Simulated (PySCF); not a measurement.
Work out the structure from these simulated measurements.

Formula: C6H15B.

- Polarisability: 89.1 au [B3LYP/def2-SVPD]
- Rotational structure: rotational constants A, B, C: 2.622, 1.800, 1.209 GHz [PBE0-D3(BJ)/def2-SVP]
- Dipole: 0.08 D [B3LYP/def2-SVPD]
- NMR, other nuclei: isotropic shieldings of nuclei other than C and H, by class: 12 (1 B) ppm [GIAO PBE0/pcSseg-1]
- 13C NMR: chemical shifts (computed TMS as zero) by class: 21.8 (3 C), 9.6 (3 C) ppm [GIAO PBE0/pcSseg-1]
- Triplet: lowest triplet excitation (Tamm–Dancoff): 5.43 eV [TDA B3LYP/def2-SVPD]
- UV, first state: lowest singlet excitation: 5.88 eV (211 nm, f = 0.005) [TDDFT B3LYP/def2-SVPD]
- UV, strongest line: among the 10 lowest singlet transitions: S9 at 7.94 eV (156 nm, f = 0.065) [TDDFT B3LYP/def2-SVPD]

Gas-phase values; electronic properties from PySCF, density fitting. Levels stand in brackets. Isolated species at its PBE0-D3(BJ)/def2-SVP geometry (one conformer only). NMR classes are plain means over equivalent atoms (diastereotopic ones count apart unless rotation or inversion swaps them), as if these changed places fast.

Q: What is the compound? Reason from the data.

A: Numbering: `[CH3:1][CH2:2][B:3]([CH2:4][CH3:5])[CH2:6][CH3:7]`. 6 carbons fall into 2 classes; from least to most shielded: sp3 carbon bound to boron [C2/C4/C6] (21.8 ppm, 3 C, up to 6.2 ppm apart in this geometry), methyl carbon [C1/C5/C7] (9.6 ppm, 3 C). The other shieldings belong to: 12 ppm, three-coordinate boron [B3]. S1 is mainly HOMO→LUMO (weight 0.97); the largest Löwdin shares of the orbital it empties are 0.22 on the three-coordinate boron, 0.21 on an sp3 carbon bound to boron, 0.19 on an sp3 carbon bound to boron and 0.05 on a methyl carbon, of the orbital it fills 0.39 on the three-coordinate boron, 0.12 on an sp3 carbon bound to boron, 0.10 on an sp3 carbon bound to boron and 0.09 on an sp3 carbon bound to boron. The optimised geometry has point group C1 and is an asymmetric top. Structure: triethylborane (`CCB(CC)CC`). The assignments are read from this structure; whether some other isomer fits the data as well wasn't checked.

The values belong to the conformer `[CH3:1][CH2:2][B:3]([CH2:4][CH3:5])[CH2:6][CH3:7]`: C1–C2–B3–C4 84°, C2–B3–C4–C5 10°, C2–B3–C6–C7 166°.
